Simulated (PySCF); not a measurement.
Start geometry of `FC(F)=C(F)c1ccc(S)cc1` from GFN2-xTB (Å):
```
atom  x, y, z in Å
F1     4.2612    1.0030   -0.1145
C2     2.9356    1.0317   -0.0942
F3     2.5012    2.2650   -0.3238
C4     2.1662   -0.0394    0.1272
F5     2.8423   -1.1913    0.3407
C6     0.7156   -0.1456    0.1729
C7     0.1418   -1.3880    0.4641
C8    -1.2260   -1.5370    0.5167
C9    -2.0562   -0.4444    0.2834
S10   -3.7980   -0.6839    0.3654
C11   -1.4958    0.7956   -0.0057
C12   -0.1262    0.9441   -0.0636
H13    0.7780   -2.2394    0.6496
H14   -1.6619   -2.4986    0.7396
H15   -4.1338    0.5760    0.0885
H16   -2.1307    1.6501   -0.1887
H17    0.2797    1.9140   -0.2950
```

What comes out of this run: PBE0-D3(BJ)/def2-SVP geometry optimisation, gas phase in PySCF 2.14.0?

```
atom  x, y, z in Å
F1     4.2842    0.9213   -0.0723
C2     2.9791    0.9787   -0.0969
F3     2.5486    2.1730   -0.4255
C4     2.1856   -0.0645    0.1860
F5     2.8233   -1.2009    0.4968
C6     0.7273   -0.1354    0.1981
C7     0.1278   -1.3718    0.4868
C8    -1.2527   -1.5106    0.5135
C9    -2.0839   -0.4144    0.2522
S10   -3.8274   -0.6654    0.3009
C11   -1.4918    0.8225   -0.0334
C12   -0.1109    0.9619   -0.0603
H13    0.7590   -2.2365    0.6936
H14   -1.6907   -2.4854    0.7409
H15   -4.1791    0.6019    0.0016
H16   -2.1171    1.6948   -0.2379
H17    0.3120    1.9409   -0.2838
```

The energy falls by 0.055 eV over 8 energy and gradient evaluations, the largest force component goes from 0.0187 to 3.0e-04 Eh/bohr, and the atoms move by 0.047 Å rms after alignment. The bond that changes most is F1–C2 (vinyl fluorine to =CF2 carbon), which shortens by 0.019 Å. Bonds longer at the end by more than 0.005 Å: 11 of 17; shorter: 3. Rotational constants go from 2362, 360.2, 312.6 to 2383, 357.2, 310.7 MHz. The orientation of the end geometry is arbitrary; only internal coordinates are fixed.

The run used 197 basis functions and 59 SCF cycles in all.

Stationary, but not proved a minimum. One conformer, not necessarily the lowest.
